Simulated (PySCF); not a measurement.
**NMR data sheet: C7H12N2**

| Quantity | Value |
| --- | --- |
| Formula | C7H12N2 |
| SMILES | CCc1cc(C)nn1C |
| InChI | InChI=1S/C7H12N2/c1-4-7-5-6(2)8-9(7)3/h5H,4H2,1-3H3 |
| Point group of the computed structure | C1 |
| Degrees of unsaturation | 3 |
| Carbon signals | 7 |
| Proton signals | 5 |

Numbering as in the mapped SMILES `[CH3:1][CH2:2][c:3]1[cH:4][c:5]([CH3:6])[n:7][n:8]1[CH3:9]`. Each H is labelled by its parent atom.

- structure optimised with GFN2-xTB
- GIAO PBE0/pcSseg-1 shieldings
- run in PySCF 2.14.0 with density-fitted response routines
- fast rotation and ring inversion assumed for equivalent nuclei, non-relativistic Hamiltonian, single conformer, no solvent

Shifts are taken against calculated references (same method and geometry level): ¹H (31.72 ppm), ¹³C (186.93 ppm) vs TMS; ¹⁵N (267.73 ppm) against NH3.

| carbon | δC, type | δH (multiplicity) | HMBC from (2–3 bonds) | span of the C tensor (ppm) |
| --- | --- | --- | --- | --- |
| C1 | 18.4, CH3 | 1.14 (t) | H(C2) | 32 |
| C2 | 23.3, CH2 | 2.64 (q) | H(C4), H(C1) | 21 |
| C3 | 147.6, C | – | H(C4), H(C9), H(C2), H(C1) | 157 |
| C4 | 110.6, CH | 5.89 (s) | H(C2), H(C6) | 131 |
| C5 | 150.0, C | – | H(C4), H(C6) | 177 |
| C6 | 15.7, CH3 | 2.33 (s) | H(C4) | 29 |
| C9 | 37.4, CH3 | 3.87 (s) | – | 57 |

Other nuclei:
```
atoms  nucleus                         environment  δ (ppm)  σ (ppm)
   N7      ¹⁵N  pyridine-type nitrogen of an azole    345.3    -77.5
   N8      ¹⁵N          pyrrole-type ring nitrogen    219.4     48.3
```

Carbon types of the structure: 2 × C, 1 × CH, 1 × CH2, 3 × CH3, which accounts for all hydrogens. δC 150.0, 147.6: substituted aromatic carbon next to a ring nitrogen. δC 110.6: aromatic CH. δC 37.4: methyl carbon bonded to N; the inductive effect lowers its shielding. δH 3.87: hydrogen on a methyl carbon bonded to N; its carbon carries N, which withdraws density. δH 2.64: hydrogen on an sp3 CH2 on an aromatic ring; benzylic-type position, deshielded by the ring.

Shifts are as computed. Against solution values, carbons near 30 ppm lie about +3 ppm off and those near 130 ppm about +5 ppm. Of 1211 compounds with measured shifts, 218 miss one by over three times the rms of a fit or turn the order of signals round; such compounds aren't used in these exercises. Experimental scales use liquid or dissolved standards, which lie at an offset from isolated NH3 (liquid NH3: subtract about 20 ppm). Unscaled 15N shifts of sp2 nitrogen come out 20 to 40 ppm too high even then. No couplings were computed; multiplicities are counted from neighbouring protons, with m where these are inequivalent, close in shift, in a saturated or five-membered ring or joined by F or P, and br s for small geminal =CH2 splittings.
